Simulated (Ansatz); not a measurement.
input.yaml

```yaml
crystal:
  periodic: [false, false, false]
  atoms:
    - { symbol: S, position_ang: [0.3268, 1.3257, -0.7647] }
    - { symbol: Sn, position_ang: [-1.2657, -0.3476, -0.0566] }
    - { symbol: Cl, position_ang: [-0.1027, -2.3212, 0.391] }
    - { symbol: H, position_ang: [1.0971, 1.2829, 0.41] }
basis:
  gaussian: { orbitals: def2-SVP }
hamiltonian:
  xc: r2scan
  dispersion: d4
relax:
  f_tol: 0.015
  max_steps: 40
```

Launched with:

```bash
$ ansatz run input.yaml --threads 1 --pin off --max-ram 2048MiB --backend cpu --events-out ev --progress --plain --runs-dir out
```

Hardware: 1 thread of Intel(R) Xeon(R) 6975P-C (Granite Rapids), on a shared host.

**Question.** Roughly how long does this run take, and how much memory?

**Answer.** 18 s, with a peak of 0.16 GiB, for 9 ionic steps.
